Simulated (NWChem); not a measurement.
Species: AlF$_{2}$ cation; SMILES [F][Al+][F]

```xyz
3

Al     0.0000     0.0000     0.0000
F      0.0000     0.0000     1.6019
F      0.0000     0.0000    -1.6019
```
Atoms are numbered in this order, from 1.

Results from NWChem. Geometry optimised at B3LYP/6-31G*; all other runs use it. Pople sets run with spherical d functions. Vzz has the sign of the potential's second derivative.

```tsv
quantity	level	value
charge (e), ESP F3	B3LYP/def2-SVP	-0.35
highest occupied level (eV)	BHandHLYP/6-31G*	-21.12
Vzz Al1 (a.u.)	CAM-B3LYP/cc-pVTZ	-1.805
vertical, lowest excitation, singlet (eV)	B3LYP/6-31+G*, TDA	6.81
first 1s excitation (eV), Al K edge, unshifted	BHandHLYP/6-311G**, TDA	1545.7
highest harmonic frequency (cm⁻¹)	B3LYP/6-31G*	1168
```
